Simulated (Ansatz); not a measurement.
Relaxation of AlGeH$_{7}$O$_{5}$ (14 atoms, charge 0, multiplicity 1), to a largest force component of 0.03 eV/Å in at most 50 steps.

Method: Ansatz 0.2.0, RKS PBE/def2-SVP.

```xyz
14
Properties=species:S:1:pos:R:3:forces:R:3
Ge 0.274 0.462 0.095 0.15 0.11 0.19
O -1.150 -0.488 2.521 0.28 0.33 0.16
H -1.923 0.107 2.584 0.06 -0.04 0.00
O 1.983 0.503 -0.740 -0.01 -0.02 0.03
H 2.286 -0.370 -1.063 0.00 0.03 0.00
O -0.886 1.480 -0.778 -0.01 0.00 -0.01
H -1.442 0.915 -1.351 0.01 0.01 0.01
O -0.191 -1.246 0.077 -0.02 0.00 0.00
H -0.657 -1.343 0.951 0.02 -0.01 -0.02
O 0.993 1.237 1.505 -0.19 -0.20 -0.11
Al 2.755 1.245 0.965 0.00 0.01 0.01
H 3.645 0.045 1.558 0.00 0.00 -0.01
H 3.368 2.697 0.694 -0.02 -0.01 -0.01
H -0.389 0.094 2.786 -0.26 -0.20 -0.25
```

Where does it end, and by what steps?

The run converged. The force dipped under the threshold on the way, but the program's further checks kept it going. After 28 steps the energy has fallen by 0.216 eV; H7 moved furthest, 1.01 Å. Joined: Ge1–O2 (2.97 → 2.21 Å).

| step | energy less start (eV) | largest force component (eV/Å) | accepted |
| --- | --- | --- | --- |
| 0 | 0.0000 | 0.327 | yes |
| 1 | -0.0222 | 0.487 | yes |
| 2 | -0.0373 | 0.286 | yes |
| 3 | -0.0413 | 0.098 | yes |
| 4 | -0.0419 | 0.032 | yes |
| 5 | -0.0429 | 0.028 | yes |
| 6 | -0.0453 | 0.160 | yes |
| 7 | -0.0471 | 0.391 | yes |
| 8 | -0.0542 | 0.428 | yes |
| 9 | -0.0736 | 0.556 | yes |
| 10 | -0.0982 | 0.358 | yes |
| 11 | -0.0957 | 0.725 | no |
| 12 | -0.1178 | 0.350 | yes |
| 13 | -0.1330 | 0.142 | yes |
| 14 | -0.1348 | 0.447 | yes |
| 15 | -0.1397 | 0.148 | yes |
| 16 | -0.1535 | 0.188 | yes |
| 17 | -0.1560 | 0.454 | yes |
| 18 | -0.1553 | 1.388 | no |
| 19 | -0.1696 | 0.286 | yes |
| 20 | -0.1822 | 0.312 | yes |
| 21 | -0.1830 | 1.215 | yes |
| 22 | -0.1998 | 0.194 | yes |
| 23 | -0.0992 | 1.426 | no |
| 24 | -0.2136 | 0.109 | yes |
| 25 | -0.2138 | 0.063 | yes |
| 26 | -0.2154 | 0.064 | yes |
| 27 | -0.2158 | 0.033 | yes |
| 28 | -0.2160 | 0.025 | yes |

```xyz
14
Properties=species:S:1:pos:R:3
Ge 0.189 0.111 0.517
O -1.247 -0.027 2.185
H -1.877 0.680 1.927
O 1.697 0.490 -0.642
H 2.031 -0.299 -1.112
O -1.107 1.089 -0.240
H -0.739 1.560 -1.012
O 0.112 -1.636 0.185
H -0.589 -2.041 0.730
O 1.155 0.823 1.819
Al 2.705 1.201 0.906
H 3.925 0.183 1.149
H 2.955 2.768 0.679
H -0.544 0.438 2.713
```

Whether the end is a true minimum wasn't checked by a vibrational analysis.

Time of the run: 41 s on 4 threads of Intel(R) Xeon(R) Platinum 8488C (Sapphire Rapids), with other jobs on the host, peak memory 0.26 GiB.
